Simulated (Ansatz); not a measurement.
Computed with Ansatz on PBE0-D4/def2-TZVP structures; ΔE is electronic, products minus reactants. CBS: MP2 limit from def2 TZ/QZ plus the TZ coupled-cluster correction, frozen cores. DFT in def2-TZVPP. HSE06 is defined as in plane-wave codes. Each species was taken in one conformer, which may not be the lowest.

Consider the isomerisation: `N[SiH2]OCF` → `NC(F)O[SiH3]`.

`N[SiH2]OCF`:

Z-matrix (Å, degrees):
```
Si
O 1 1.666
N 1 1.697 2 112.2
H 1 1.487 2 105.5 3 -120.0
H 1 1.480 2 109.6 3 118.5
C 2 1.366 1 124.0 3 150.7
H 3 1.006 1 122.2 2 -66.2
H 3 1.006 1 120.9 2 86.1
F 6 1.381 2 110.6 1 72.3
H 6 1.093 2 109.0 1 -170.0
H 6 1.098 2 112.1 1 -46.3
```

`NC(F)O[SiH3]`:

Cartesian coordinates in Å:
```
N 1.610 -0.899 -0.901
C 0.346 -0.335 -0.705
F -0.666 -1.313 -0.562
O 0.353 0.416 0.437
Si -1.021 1.046 1.125
H 1.912 -1.409 -0.081
H 1.633 -1.494 -1.717
H 0.036 0.240 -1.586
H -1.768 0.025 1.898
H -0.538 2.113 2.029
H -1.896 1.611 0.064
```

Task: Is it downhill or uphill in electronic energy at CCSD(T)/CBS, and by how much? (Best estimate.)

Result: The calculation gave: Uphill: ΔE = +87.3 kJ/mol.

Task: What do these levels give: LDA (SPW92), r2SCAN-D4, r2SCAN0-D4, revPBE, r2SCAN, r2SCAN0, HSE06, BHLYP, CCSD/def2-SVP, SCS-MP2/def2-TZVPP, SCS-MP2/def2-QZVPP, CCSD/CBS(def2)? (Estimate.)

Result: Computed: LDA (SPW92) 71.5, r2SCAN-D4 80.4, r2SCAN0-D4 82.7, revPBE 79.2, r2SCAN 80.5, r2SCAN0 82.8, HSE06 80.4, BHLYP 86.2, CCSD/def2-SVP 58.7, SCS-MP2/def2-TZVPP 86.8, SCS-MP2/def2-QZVPP 89.7, CCSD/CBS(def2) 88.8 kJ/mol.

Task: What do rigid-rotor, harmonic-oscillator terms from PBE0-D4/def2-TZVP frequencies (298.15 K, 1 bar) make of the CCSD(T)/CBS value? (Estimate.)

Result: Ansatz gave: ΔZPE = -4.2 kJ/mol, ΔH = +81.9 kJ/mol, ΔS = -10 J/(mol·K), ΔG = +84.9 kJ/mol.

Largest T1 diagnostic among the species: 0.012.

From BLYP to BHLYP (50 % exact exchange), in def2-TZVPP and without D4, ΔE moves by +3.6 kJ/mol. Leaving LDA and LC-ωPBE aside and taking each functional with its dispersion term where it has one, the values, not all of them listed here, spread over 10.1 kJ/mol, from revPBE-D4 to BHLYP-D4. LDA lies −6.0 kJ/mol from PBE without D4. At CCSD(T), def2-SVP lies −30.8 kJ/mol from the extrapolated value and def2-TZVPP −3.9 kJ/mol.
